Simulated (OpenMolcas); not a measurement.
Cr2+ (d4) among equal point charges was computed by CASSCF with the d shell active (OpenMolcas, ANO-RCC-VTZP on the metal). Its lowest spin-free states, and all those of the highest spin:

```json
{"2S+1": "5", "Degeneracy": "1", "E (cm-1)": "0.0"}
{"2S+1": "5", "Degeneracy": "1", "E (cm-1)": "4061"}
{"2S+1": "5", "Degeneracy": "1", "E (cm-1)": "5881"}
{"2S+1": "5", "Degeneracy": "2", "E (cm-1)": "8797"}
{"2S+1": "3", "Degeneracy": "2", "E (cm-1)": "16736"}
{"2S+1": "3", "Degeneracy": "1", "E (cm-1)": "18718"}
{"2S+1": "3", "Degeneracy": "1", "E (cm-1)": "20563"}
{"2S+1": "3", "Degeneracy": "1", "E (cm-1)": "21711"}
{"2S+1": "3", "Degeneracy": "2", "E (cm-1)": "21858"}
{"2S+1": "3", "Degeneracy": "1", "E (cm-1)": "21956"}
{"2S+1": "3", "Degeneracy": "2", "E (cm-1)": "23462"}
{"2S+1": "3", "Degeneracy": "1", "E (cm-1)": "23547"}
```

Problem. Is the site octahedral, tetrahedral or cube-like, axial, or of lower symmetry?

Solution. The states with 2S+1 = 5 have orbital degeneracies 1, 1, 1, 2. There are pairs but no triples, so the site is axial: not cubic, but with a proper or improper axis of order three or more. The run had Cr2+ among 5 point charges of -1 e arranged as a square pyramid (C4v), 1.72 Å from the ion, with the axial distance 1.531 Å. The active orbitals were held to one l.

Without dynamic correlation the repulsion within the d shell is too large (B by tens of per cent), so at a given field states of lower spin stand too high. Point charges carry no covalency, so the field is a model and not that of real ligands. An unlabelled pair can be two single states that coincide in this model. No measured value stands beside these numbers.
